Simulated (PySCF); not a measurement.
A calculated (TPSS, PySCF 2.14, jorge-DZP-DKH, the spin-free X2C one-electron Hamiltonian (Gaussian nucleus)) atom or ion has these occupied shells.

```
shell  electrons  orbital energy (eV)  rms radius, mean of both spins (bohr)
 1s α          1              -42.646                                  0.890
```

(1) Name the element and its charge.

## Answers

(1) He⁺ (helium, charge +1), in 1s1, 2S determinant.
